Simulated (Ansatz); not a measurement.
Ansatz (a first-principles code) input (PBE/6-31G*):

Ansatz 0.2 input:
```yaml
crystal:
  periodic: [false, false, false]
  atoms:
    - {symbol: C, position_ang: [-0.01202500, 0.01427600, -0.50049700]}
    - {symbol: N, position_ang: [0.01768900, -0.02100000, 0.73622100]}
    - {symbol: H, position_ang: [0.86542600, 0.31503100, -1.08858400]}
    - {symbol: H, position_ang: [-0.91709600, -0.25369000, -1.06197800]}
basis:
  gaussian:
    orbitals: 6-31G*
hamiltonian:
  xc: {name: PBE}
magnetization: {spin_polarized: true, initial_magnetization: 1}
output: {forces: true}
```

Output:

```
Functional definition: PBE
integrals: 0.01 GiB planned
431 factors; their error is unknown
mean field: 0.07 GiB planned
mean field evaluation 1: about -2551.1524 eV, gradient 2.4e1 eV
mean field evaluation 2: about -2548.1627 eV, gradient 3.4e1 eV
mean field evaluation 4: about -2554.0922 eV, gradient 1.0e0 eV
mean field evaluation 8: about -2554.0705 eV, gradient 4.5e-2 eV
mean field evaluation 16: about -2554.0705 eV, gradient 1.1e-5 eV
mean field -2554.07051141 eV, -93.8603600832 hartree, gradient 1.1e-5 eV, S^2 0.756695; 0 other end points of the search recorded, 0 dependent functions left out
the calculation of the forces begins
reference -2554.07052531 eV, -93.8603605941 hartree; 8, 7 occupied and 26, 27 virtual orbitals, 431 factors
Total energy: -2554.07052531 eV, -93.8603605941 hartree
Atom 0 at    -0.012025     0.014276    -0.500497 Å, force    -0.018850     0.022378    -0.784548 eV/Å
Atom 1 at     0.017689    -0.021000     0.736221 Å, force     0.033793    -0.040118     1.406495 eV/Å
Atom 2 at     0.865426     0.315031    -1.088584 Å, force     0.301211     0.107356    -0.315581 eV/Å
Atom 3 at    -0.917096    -0.253690    -1.061978 Å, force    -0.316154    -0.089616    -0.306366 eV/Å
Dipole moment:    -0.011537     0.013696    -0.480159 e Å
```

The geometry given is a B3LYP-D3(BJ)/def2-TZVP minimum.
